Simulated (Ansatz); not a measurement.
Stepwise reaction of `[NH2][Mo]([NH2])(=[S])=[S]` with hydrogen fluoride, as a gas-phase model of exchange steps in deposition or etching. ΔE in kJ/mol; ΔG adds harmonic PBE0-D4 terms to CCSD(T)/CBS, at 1 bar.

Program: Ansatz. Geometries: PBE0-D4/def2-TZVP. ΔE: electronic, gas phase. CCSD(T)/CBS adds triple-zeta CCSD(T) − MP2 to the extrapolated MP2 energy (def2 sets, frozen cores). This one scheme is used for every species. DFT in def2-TZVPP. B3LYP here is the variant with VWN-RPA as its local correlation; programs differ in this. def2 core potentials past Kr. For Mo outer-core shells are correlated without core-valence functions, which leaves a few kJ/mol of doubt a bond. Each species was taken in one conformer, which may not be the lowest.

```json
{"step": "1", "reaction": "`[NH2][Mo]([NH2])(=[S])=[S]` + H–F → `[NH2][Mo]([F])(=[S])=[S]` + NH₃", "PBE-D4": "-60.4", "B3LYP-D4": "-58.9", "ωB97M-V": "-60.1", "CCSD(T)/CBS": "-48.6", "ΔG(400 K)": "-46.0"}
{"step": "2", "reaction": "`[NH2][Mo]([F])(=[S])=[S]` + H–F → `[F][Mo]([F])(=[S])=[S]` + NH₃", "PBE-D4": "-34.0", "B3LYP-D4": "-31.6", "ωB97M-V": "-31.8", "CCSD(T)/CBS": "-19.7", "ΔG(400 K)": "-17.7"}
```

Question: By hand: ΔE of the 2 steps together at CCSD(T)/CBS.

Answer: (-48.6) + (-19.7) = -68.3 kJ/mol, or -34.1 kJ/mol a step.

In ΔE each step is higher than the one before. All are downhill at CCSD(T)/CBS. ΔG lies between -46.0 and -17.7 kJ/mol a step. PBE-D4 differs from CCSD(T)/CBS by -14.3 to -11.8 kJ/mol a step. Isolated molecules leave out the surface, adducts and barriers. Largest T1 diagnostic: 0.025.
